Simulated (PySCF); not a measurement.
C₆ coefficients of unlike pairs at UHF

Calculated with PySCF 2.14 from the dipole response of each species, C₆(A,B) = (3/π) ∫ α_A(iu) α_B(iu) du, in atomic units, from isotropic polarisabilities. For ions this is the dispersion term alone; charge-induced terms of lower order in 1/R come first.

| species | configuration | basis | relativity | α (bohr³) | C₆ (like pair) |
| --- | --- | --- | --- | --- | --- |
| Nb⁺ | [Kr] 4d4 (5D) | aug-cc-pwCVDZ-PP with ECP28MDF (6s6p5d3f) | core potential | 22.96 | 145.9 |
| Si⁻ | [Ne] 3s2 3p3 (4S) | aug-cc-pV(T+d)Z with one added diffuse shell each of s, p, d, f type (7s6p5d3f) | none | 135.7 | 1821 |
| Zr⁺ | [Kr] 4d2 5s1 (4F) | aug-cc-pwCVTZ-PP with ECP28MDF (8s8p7d4f3g) | core potential | 78.46 | 714.7 |
| Te⁺ | [Kr] 4d10 5s2 5p3 (4S) | aug-cc-pVQZ-PP with ECP28MDF (7s7p5d3f2g) | core potential | 22.36 | 187.4 |

(1) Estimate C₆ for Te⁺ with Zr⁺.

No spin-orbit coupling is included.

The other pairs:

```csv
pair,C₆
"Zr⁺, Si⁻",1135
"Zr⁺, Nb⁺",298.4
"Te⁺, Nb⁺",164.5
"Te⁺, Si⁻",502.6
"Si⁻, Nb⁺",459.0
```

Results:

(1) The integral gives 327.7. The combination rule 2 C_A C_B / (C_A α_B/α_A + C_B α_A/α_B) gives 311.0 and the geometric mean 366.0.
